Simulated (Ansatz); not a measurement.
Consider the redistribution: `CN([SiH2]O)[SiH2]Cl` + `C=C=C(O)[SiH3]` → `C=C=C(O)[SiH2]O` + `CN([SiH3])[SiH2]Cl`.

Calculated with Ansatz (gas phase, PBE0-D4/def2-TZVP geometries, no zero-point term in ΔE). CCSD(T)/CBS is the MP2 limit (def2-TZVPP, def2-QZVPP) plus CCSD(T) − MP2 in def2-TZVPP, frozen cores. DFT in def2-TZVPP. Each species was taken in one conformer, which may not be the lowest.

`CN([SiH2]O)[SiH2]Cl`:

Z-matrix (Å, degrees):
```
C
N 1 1.463
H 1 1.092 2 110.5
H 1 1.094 2 111.2 3 -118.9
H 1 1.095 2 111.8 3 120.3
Si 2 1.734 1 117.6 3 179.4
Si 2 1.707 1 120.4 3 -11.5
O 6 1.640 2 109.2 1 155.2
H 6 1.481 2 112.8 1 -88.4
H 6 1.489 2 106.7 1 32.2
Cl 7 2.079 2 112.2 1 -94.2
H 7 1.480 2 108.7 1 22.8
H 7 1.476 2 111.5 1 148.0
H 8 0.960 6 117.9 2 -59.3
```

`C=C=C(O)[SiH3]`:

Cartesian coordinates in Å:
```
C -0.699 -1.022 -1.835
C -0.437 -0.618 -0.625
C -0.149 -0.180 0.572
O -0.599 -0.743 1.741
Si 0.951 1.322 0.794
H -0.068 -1.748 -2.342
H -1.559 -0.648 -2.385
H -1.153 -1.503 1.529
H 0.212 2.386 1.521
H 2.155 0.955 1.583
H 1.346 1.799 -0.552
```

`C=C=C(O)[SiH2]O`:

```xyz
12

C     2.143   -1.071    0.656
C     0.980   -0.485    0.606
C    -0.179    0.107    0.494
O    -1.064    0.310    1.529
Si   -0.749    0.788   -1.154
O    -2.189    0.136   -1.611
H     3.054   -0.512    0.853
H     2.245   -2.143    0.504
H    -0.694   -0.059    2.338
H    -0.862    2.266   -1.019
H     0.242    0.416   -2.184
H    -2.927    0.246   -1.010
```

`CN([SiH3])[SiH2]Cl`:

```xyz
13

C     1.444    0.303   -0.342
N     0.075   -0.127   -0.049
Si   -1.077    0.052   -1.332
Si   -0.326   -0.490    1.570
Cl   -0.457    1.197    2.758
H     1.759   -0.062   -1.324
H     2.142   -0.103    0.395
H     1.543    1.393   -0.333
H    -0.621   -0.733   -2.512
H    -2.388   -0.445   -0.850
H    -1.203    1.473   -1.760
H    -1.646   -1.152    1.606
H     0.753   -1.306    2.172
```

**Question.** Is it downhill or uphill in electronic energy at CCSD(T)/CBS, and by how much? (An estimate is asked.)

**Answer.** Ansatz gave: Uphill: ΔE = +8.1 kJ/mol.

**Question.** What do these levels give: r2SCAN, PBE0, SCS-MP2/def2-TZVPP, HF/def2-QZVPP, SCS-MP2/def2-QZVPP, MP2/CBS(def2)? (Best estimate.)

**Answer.** Computed: r2SCAN 9.4, PBE0 7.8, SCS-MP2/def2-TZVPP 6.3, HF/def2-QZVPP 4.1, SCS-MP2/def2-QZVPP 6.2, MP2/CBS(def2) 7.4 kJ/mol.

Largest T1 diagnostic among the species: 0.013.
